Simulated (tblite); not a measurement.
Species: C2H9AsSi.
Bonds: Si1–C2, C2–C3, C3–As4. Hydrogens: H5, H6, H7 on Si1; H8, H9 on C2; H10, H11 on C3; H12, H13 on As4.

Computed with GFN2-xTB (tblite), gas phase: nudged elastic band of 9 images (0 to 8), spring 0.2 eV/Å², climbing image at the end, force threshold 0.05 eV/Å. No saddle search or frequency run followed, so the top image need not be a first-order saddle, and its height can exceed the method's true barrier by a kcal/mol or more.

The band describes a rotation about C2–C3 (sp3 carbon bound to silicon, chain CH2 carbon), followed by the dihedral Si1–C2–C3–As4, from the optimised start (180°) to a second optimised geometry at -64°.

**Question.** Give the energy profile along the converged band.

**Answer.** 
| image | dihedral (°) | E (kJ/mol) | C2–C3 (Å) | Si1···As4 (Å) | largest true force (eV/Å) |
| --- | --- | --- | --- | --- | --- |
| 0 | 180 | 0.00 | 1.525 | 4.68 | 0.01 |
| 1 | -165 | 1.86 | 1.527 | 4.66 | 0.04 |
| 2 | -150 | 5.89 | 1.530 | 4.59 | 0.04 |
| 3 | -135 | 9.74 | 1.535 | 4.48 | 0.04 |
| 4 | -121 | 11.03 | 1.537 | 4.34 | 0.03 |
| 5 | -106 | 8.84 | 1.535 | 4.16 | 0.04 |
| 6 | -91 | 4.98 | 1.531 | 3.97 | 0.04 |
| 7 | -76 | 2.35 | 1.527 | 3.76 | 0.04 |
| 8 | -64 | -0.23 | 1.526 | 3.61 | 0.01 |

Barriers of this band. The top is image 4 at -121°: 11.03 kJ/mol forward and 11.26 kJ/mol back; the end lies 0.23 kJ/mol below the start. The central bond is 0.012 Å longer at the top than at the start.

**Question.** What rate follows at 350 K for crossing this barrier forward?

**Answer.** Taking the electronic barrier for the free energy of activation (no zero-point or entropy terms, transmission 1), rate = (kT/h)·exp(−ΔE/kT) ≈ 2 × 10^11 s⁻¹, whose inverse is 6 × 10^-12 s. An error of 1 kcal/mol in the barrier changes this by a factor of 4, and the method and the loose band can each miss by that much or more. The barrier is only 3.8 kT, where transition-state theory is rough.

**Question.** How long is the path, and how are the images spaced?

**Answer.** Cartesian distances between aligned neighbours (all atoms, Å): 0.68, 0.65, 0.65, 0.64, 0.66, 0.66, 0.70, 0.78; the sum is 5.42 Å, and the top lies 48 % of the way along.

The cost below is that of the whole band run. Time: 1.3 s; peak memory 0.18 GiB. Hardware: AMD EPYC 9R45, one thread, shared host with 96 logical CPUs at a one-minute load of 47.
